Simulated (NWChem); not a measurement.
System: WH4F2; SMILES [F][WH4][F]

Results from NWChem. Structure relaxed at the PBE0/def2-SVP level. def2 effective core potentials on W; no spin-orbit coupling. Level MN15/def2-SVP: energy and gradient on several grids; changes count from the extra-fine grid, which is no exact limit either.

Question: Which is the coarsest grid (fine; medium; xfine; xcoarse; coarse) from which on the energy stays within 50 μHa and each gradient component within 100 μHa/bohr of xfine?

Answer: medium.
| grid | size of the energy change (μHa) | largest change of a gradient component (μHa/bohr) | time, medium = 1 (rough) |
|---|---|---|---|
| xcoarse | 20000 | 1000 | about 1 |
| coarse | 1000 | 200 | about 1 |
| medium | < 10 | 40 | about 1 |
| fine | < 10 | < 30 | about 1 |
| xfine | < 10 | < 30 | 2 |
